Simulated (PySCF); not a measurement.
CH8O3Si2, SMILES CO[Si@@H](O)[SiH2]O.

Coordinates come from a PBE0-D3(BJ)/def2-SVP optimisation. The structure was generated by enumeration; whether it is a known compound was not checked. The values are those of a single conformer.

Computed with PBE/def2-TZVP in PySCF.

Isolated molecule, no solvent.

Q: Estimate the frontier levels, gap, dipole moment and polarisability. (An estimate is asked for; the answer gives what the named calculation found.)

A: 
- highest occupied level: -6.57 eV
- lowest empty level: -1.26 eV
- orbital gap: 5.30 eV
- dipole moment: 1.83 D
- quadrupole, principal values (traceless, Buckingham form, about the centre of nuclear charge): -12.96, 4.37, 8.59 D·Å
- mean static polarisability: 78.7 bohr³ (11.67 Å³)
- polarisability, principal values: 69.2, 74.1, 92.9 bohr³
